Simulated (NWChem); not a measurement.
Species: TiH4S; SMILES [SH][TiH3]

```xyz
6

Ti     0.0180     0.8622     0.0001
H     -1.6076     1.3327     0.0090
H      0.8264     1.4037     1.3745
H      0.8077     1.4014    -1.3864
S      0.0545    -1.3719     0.0000
H     -1.2955    -1.1558     0.0014
```
Atoms are numbered in this order, from 1.

The geometry was optimised at PBE0/def2-SVP.

List the 6 lowest vertical singlet excitations from PBE/def2-SVPD, full TDDFT (NWChem).


```csv
state,energy (eV),oscillator strength,leading excitation (squared amplitude)
S1,3.03,0.000,HOMO → LUMO (0.99)
S2,3.18,0.000,HOMO−2 → LUMO (0.94)
S3,3.30,0.001,HOMO−1 → LUMO (0.55)
S4,3.36,0.001,HOMO−1 → LUMO+1 (0.95)
S5,3.42,0.001,HOMO → LUMO+1 (0.63)
S6,3.56,0.012,HOMO−2 → LUMO+1 (0.68)
```
